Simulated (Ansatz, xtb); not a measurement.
# Two isomers of C5H8O2S

Structure X: `C=CS(=O)CC(C)=O`, a singlet. Structure Y: `C=CS(=O)/C=C(/C)O`, a singlet. Both are isolated molecules in the gas phase, relaxed with PBE-D3(BJ)/def2-SVP; each stands in its lowest conformer found.

Which of the two would you expect CCSD(T)/def2-SVP + ΔMP2/def2-TZVPP electronic energies to favour?

Structure X; the calculation gives E(Y) − E(X) = +14.6 kJ/mol.

The same difference at several levels:

| level | geometry | E(Y) − E(X) (kJ/mol) | departure from the last row (kJ/mol) | job, with rough time for the two |
| --- | --- | --- | --- | --- |
| PBE-D3(BJ)/def2-SVP | PBE-D3(BJ)/def2-SVP | +6.5 | −8.0 | optimisation, 88 s |
| HF/def2-SVP | PBE-D3(BJ)/def2-SVP | +18.9 | +4.3 | part of the CCSD(T) run |
| MP2/def2-SVP | PBE-D3(BJ)/def2-SVP | +18.1 | +3.5 | part of the CCSD(T) run |
| CCSD(T)/def2-SVP | PBE-D3(BJ)/def2-SVP | +20.6 | +6.0 | single point |
| CCSD(T)/def2-SVP + ΔMP2/def2-TZVPP | PBE-D3(BJ)/def2-SVP | +14.6 |  | single point, 4.2 min |

As drawn, Y has 1 C=C, 1 C–O, 1 O–H in place of 1 C–C, 1 C=O, 1 C–H.

None of the levels shown reverses the order. The largest departure from CCSD(T)/def2-SVP + ΔMP2/def2-TZVPP is that of PBE-D3(BJ)/def2-SVP, 8.0 kJ/mol. Levels run at GFN2-xTB geometries aren't shown. The last row adds to CCSD(T) the change of the MP2 difference between the two basis sets, here −6.0 kJ/mol.

With thermal terms from frequencies at re-optimised GFN2-xTB minima (ideal gas, soft modes damped towards free rotors, one conformer each, 298.15 K, 1 atm): on the last row, ΔE + ΔZPE = +13.8, ΔH = +13.9, ΔG = +13.1 kJ/mol.

The correlated steps freeze 12 core orbitals. Codes used: Ansatz 0.2.0, xtb 6.7.1; the last row on 2 threads of Arm Neoverse V1 on a shared host.
